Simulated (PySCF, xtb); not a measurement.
Al(F)(Me)(NHMe) (C2H7AlFN), SMILES [Al]([F])([NH]C)[CH3]. Other conformers were not sampled.

Harmonic wavenumbers (cm⁻¹) from GFN2-xTB in xtb at its own minimum, in rising order: 60, 82, 106, 146, 165, 231, 247, 491, 530, 603, 614, 743, 799, 1019, 1108, 1124, 1283, 1316, 1416, 1440, 1453, 1490, 1501, 2914, 2938, 2959, 2964, 2974, 3013, 3344.

**Question.** What does PBE-D3(BJ)/def2-SVP (PySCF) give at its own minimum? (The exact figures need the calculation; the answer reports its results.)

**Answer.** 63, 118, 122, 162, 194, 217, 300, 532, 555, 644, 663, 759, 855, 1042, 1099, 1139, 1170, 1339, 1378, 1378, 1402, 1412, 1447, 2911, 2963, 2973, 3031, 3066, 3077, 3494. Paired by order, the mean absolute difference is 43 cm⁻¹ and the zero-point energies are 55.9 and 56.5 kcal/mol.
